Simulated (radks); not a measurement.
Values are calculated unless marked as measured or tabulated.
Problem. Tl I, 81 electrons, occupied as [Hg] 6p1 (the NIST ground configuration). Code: a radial shooting solver on a logarithmic mesh with Libxc functionals. Model: Dirac Kohn-Sham, Slater X-alpha with alpha = 0.936, spin-unpolarised, spherical densities, point nucleus; open shells fill j = l - 1/2 first. Some entries of the table are withheld. Estimate them.

orbital  occ.  eigenvalue (hartree)  <r> (bohr)  <r^2> (bohr^2)
1s1/2       2             -3152.001     0.01630       0.0003679
2s1/2       2             -562.6608     0.06791        0.005522
2p1/2       2             -540.7991     0.05572        0.003888
2p3/2       4             -464.2379     0.06451        0.005067
3s1/2       2             -134.8458      0.1764         0.03574
3p1/2       2             -124.8711      0.1667         0.03245
3p3/2       4             -107.7939      0.1827         0.03878
3d3/2       4             -91.20975      0.1587         0.02956
3d5/2       6             -87.54509      0.1636         0.03128
4s1/2       2             -30.36413      0.3895          0.1714
4p1/2       2             -26.02947      0.3907          0.1738
4p3/2       4             -21.85365      0.4248          0.2051
4d3/2       4             -14.73493      0.4296          0.2132
4d5/2       6             -13.94977      0.4406          0.2240
5s1/2       2              -5.00684      0.8685          0.8459
4f5/2       6              -4.70588      0.4566          0.2499
4f7/2       8              -4.52916      0.4629          0.2568
5p1/2       2              -3.53115      0.9291          0.9742
5p3/2       4              -2.75803       1.022           1.179
5d3/2       4              -0.72983       1.315           2.020
5d5/2       6              -0.64230       1.367           2.190
6s1/2       2              -0.39278       2.389           6.495
6p1/2       1                   (1)       3.141             (2)
6p3/2       0                   (3)       3.660             (4)

Solution. 
(1) 6p1/2 eigenvalue (hartree): -0.13828
(2) 6p1/2 <r^2> (bohr^2): 11.52
(3) 6p3/2 eigenvalue (hartree): -0.09058
(4) 6p3/2 <r^2> (bohr^2): 15.73
